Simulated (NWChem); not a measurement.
C3H4FNSi; SMILES N#C/C=C\[SiH2]F

```xyz
10

N      0.9820     2.7817     0.0000
C      0.0314     2.1097     0.0000
C     -1.1341     1.2767     0.0000
C     -1.0636    -0.0676     0.0000
Si     0.5154    -1.0881     0.0000
F      0.0425    -2.6332     0.0000
H     -2.0862     1.8047     0.0000
H     -2.0130    -0.6047     0.0000
H      1.3122    -0.8265    -1.2222
H      1.3122    -0.8265     1.2222
```
Atoms are numbered in this order, from 1.

Computed with NWChem. Pople sets run with spherical d functions. All runs use the structure optimised with B3LYP/6-31G* (spherical d).

Question: Taking Hartree-Fock/6-311++G** as the yardstick, which of these has the fewest basis functions while keeping “dipole (D)” within 0.05 D of it: Hartree-Fock/6-31+G*; Hartree-Fock/6-31G*; Hartree-Fock/3-21G; Hartree-Fock/6-311G**; Hartree-Fock/STO-3G?

Answer: Hartree-Fock/6-311G**.
```
level                    basis functions  dipole (D)
-----------------------  ---------------  ----------
Hartree-Fock/STO-3G                   38        2.31
Hartree-Fock/3-21G                    66        2.63
Hartree-Fock/6-31G*                   96        2.98
Hartree-Fock/6-31+G*                 120        2.96
Hartree-Fock/6-311G**                140        2.83
Hartree-Fock/6-311++G**              168        2.85
```

The yardstick is one finite set, not the basis-set limit.
